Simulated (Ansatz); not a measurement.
Compare A (`O/C=C/[SiH3]`) with its isomer B (`CC[Si]O`).

Computed with Ansatz on PBE0-D4/def2-TZVP structures; ΔE is electronic, products minus reactants. CCSD(T)/CBS is the MP2 limit (def2-TZVPP, def2-QZVPP) plus CCSD(T) − MP2 in def2-TZVPP, frozen cores. Functionals use def2-TZVPP. B3LYP here is the variant with VWN-RPA as its local correlation; programs differ in this. Each species was taken in one conformer, which may not be the lowest.

(1) Which isomer does CCSD(T)/CBS put lower? Give the gap. (Best estimate.)

(2) Give E(B) − E(A) in kcal/mol with B3LYP, CCSD/def2-TZVPP, LDA (SPW92), PBE0-D4, CCSD(T)/def2-TZVPP, BLYP-D4, CCSD(T)/def2-SVP. (Estimate.)

(3) Does the order hold for the free energy at 298.15 K (harmonic terms from PBE0-D4)? (Best estimate.)

Largest T1 diagnostic: 0.013.

Results:

(1) Ansatz gave: B, by 22.9 kcal/mol.

(2) Computed: B3LYP -20.4, CCSD/def2-TZVPP -22.9, LDA (SPW92) -22.1, PBE0-D4 -21.3, CCSD(T)/def2-TZVPP -22.5, BLYP-D4 -21.0, CCSD(T)/def2-SVP -18.4. None reverses the order clearly.

(3) Ansatz gave: Yes: G(B) − G(A) = -19.4 kcal/mol, for one conformer each.

From r2SCAN to r2SCAN0 (25 % exact exchange), in def2-TZVPP and without D4, E(B) − E(A) moves by −1.2 kcal/mol. The D4 term adds −0.7 kcal/mol with B3LYP and −0.4 kcal/mol with PBE0; it sums over pairs of atoms, weighted by their polarisabilities, and B3LYP, whose exchange is more repulsive, gets the larger term.
